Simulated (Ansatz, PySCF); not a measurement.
CH3Mg, doublet, at a GFN2-xTB geometry (such geometries of metal compounds can be far from the true shape) (the spin is typed, not shown lowest) (in this run its highest filled SCF level lies above zero, so its values depend strongly on the basis, on diffuse functions most of all). Base run: R2SCAN/STO-3G in PySCF.

Geometry (Å):
```xyz
5

Mg    -0.7004    -0.4235    -0.5569
C      0.8415     0.5087     0.6690
H      1.3908    -0.2432     1.2464
H      0.4024     1.2224     1.3751
H      1.5629     1.0499     0.0466
```
Charge 0, spin multiplicity 2.
Orbitals are unrestricted.
All else is at PySCF's defaults.

The same geometry, method and basis name were run in Ansatz (an electronic-structure program) and PySCF, at each program's defaults and at the settings that a row names. The base is PySCF at its defaults. Differences at the defaults can come from grids, fitting, cores and function types together.

| code and settings | ΔE vs base (mEh) | basis functions | E (Eh) | SCF cycles | dipole (D) |
|---|---|---|---|---|---|
| PySCF, defaults (exact integrals, its default grid, spherical functions) | 0.000 | 17 | -236.84526 | 9 | 3.65 |
| Ansatz, defaults (factorised integrals, its default grid, spherical functions) | -0.039 | 17 | -236.84530 | - | - |
| PySCF, density fitting with def2-universal-jkfit | -0.899 | 17 | -236.84616 | 9 | 3.65 |
| PySCF, fine grid | -0.033 | 17 | -236.84529 | 9 | 3.65 |
| Ansatz, high accuracy | -0.039 | 17 | -236.84530 | - | - |

Open shells are given as the SCF converged; they aren't shown to be the lowest states, and a large step between rows can be another state.
